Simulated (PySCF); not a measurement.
## Run times: technetium in x2c-QZVPPall-2c

Measured wall times of calculations with PySCF 2.14 in x2c-QZVPPall-2c (13s12p9d4f2g, 140 functions), with two-component X2C-1e, run from one Python driver. Hardware: 1 thread of Neoverse-N1 on a shared host, 3 GiB allowed. The two-electron integrals over 140 functions were computed once and kept in memory (15 CPU seconds with the set-up); the times below exclude them.

Launch command (the driver calls PySCF for each step listed in the task file):

```bash
OMP_NUM_THREADS=1 python sorun2.py TASK.json OUT
```

```csv
species,step,iterations,wall time (s)
Tc³⁺ [Kr] 4d4,"GHF, spin-free",8,21
Tc³⁺ [Kr] 4d4,"GMP2 (12 electrons), spin-free",,6
Tc³⁺ [Kr] 4d4,"GHF, screened spin-orbit",15,49
Tc³⁺ [Kr] 4d4,"GMP2 (12 electrons), screened spin-orbit",,3.3
Tc⁴⁺ [Kr] 4d3,"GHF, spin-free",7,19
Tc⁴⁺ [Kr] 4d3,"GMP2 (11 electrons), spin-free",,2.9
Tc⁴⁺ [Kr] 4d3,"GMP2 (11 electrons), screened spin-orbit",,2.9
```

Problem. Roughly how long does GHF, screened spin-orbit take for Tc⁴⁺ [Kr] 4d3 here?

Solution. About 66 s.

Peak memory of the process: 0.75 GiB. Times on a shared host vary from run to run.
